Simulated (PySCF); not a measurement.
**Ir⁵⁹⁺: ionisation energy**

Ir⁵⁹⁺ [Ar] → Ir⁶⁰⁺ [Ne] 3s2 3p5 [3p1/2^2 3p3/2^3, M_J = 3/2], as a difference of total energies. Calculation: PySCF 2.14, in an uncontracted even-tempered set (18 s from 18 bohr⁻², ratio 2.4; 14 p from 24 bohr⁻², ratio 2.4; 4 d from 86 bohr⁻², ratio 2.6; 4 f from 130 bohr⁻², ratio 2.6); the two-component X2C-1e Hamiltonian. Correlated levels: 1s2 frozen; the 48 highest virtual spinors dropped. "Screened" scales the spin-orbit matrix elements by Boettger's factors to mimic the two-electron term; Breit and QED terms are absent.

| method | ionisation energy (eV) |
| --- | --- |
| GHF (spin-free) | 6442.1 |
| GMP2 (spin-free) | 6443.2 |
| GHF (screened spin-orbit) | 6318.9 |
| GMP2 (screened spin-orbit) | 6319.9 |

Breit and QED terms and the two-electron picture change are absent.

The spin-free rows lack the spin-orbit shift.

For comparison: 6315 ± 7 eV (theoretical estimate listed by NIST; NIST Atomic Spectra Database, ionization energies).
